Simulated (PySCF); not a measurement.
NMR data simulated for an unnamed compound:

1H NMR (500 MHz, computed): δ 7.52 (t, 1H), 4.57 (m, 2H), 3.58 (sept, 1H), 1.21 (d, 6H), 0.22 (t, 3H).

13C{1H} NMR (computed): δ 209.3 (C), 162.9 (CH), 148.3 (C), 39.6 (CH), 20.6 (CH3), -7.2 (CH3).

Method: geometry from GFN2-xTB, NMR shieldings at PBE0/pcSseg-1/GIAO, in PySCF 2.14.0 with density-fitted response routines (no solvent, non-relativistic, one conformer, equivalent nuclei averaged).

δ = σ(ref) − σ, references computed at the same level: 1H (31.72 ppm) and 13C (186.93 ppm) against TMS.

Question: Which of these does the molecule contain: a (CH3)2CH unit, a Si–CH3 group, a Si–H bond, a three-membered ring, a vinyl group CH=CH2, an OH group?

Answer: 
- A (CH3)2CH unit: yes (δC 20.6, 39.6; δH 1.21 (d), 3.58 (sept)).
- A Si–CH3 group: yes (δC -7.2; δH 0.22 (t)).
- A Si–H bond: yes (δH 4.57 (m)).
- A three-membered ring: no.
- A vinyl group CH=CH2: no.
- An OH group: no.

The data belong to SMILES C[SiH2]/C=C(/Cl)C(=O)C(C)C, C₇H₁₃ClOSi; they needn't prove each group on their own.

Carbon signals by region: 2 in the far downfield region (above 160 ppm), 1 in the sp2 and nitrile region (100–160 ppm), 3 below 50 ppm. Above 160 ppm: 209.3, ketone carbonyl carbon, 162.9, β carbon of a C=C–C=O unit.

Carbons that carry Cl, above all several Cl atoms, come out too deshielded, partly because spin–orbit coupling is missing. Shifts are as computed. Against solution values, carbons near 30 ppm lie about +3 ppm off and those near 130 ppm about +5 ppm; carbons on Cl a further +6 ppm. Of 1211 compounds with measured shifts, 218 miss one by over three times the rms of a fit or turn the order of signals round; such compounds aren't used in these exercises. Multiplicities follow the n + 1 count of equivalent neighbours, as no J values were calculated; m marks all less simple cases, F and P coupling included.
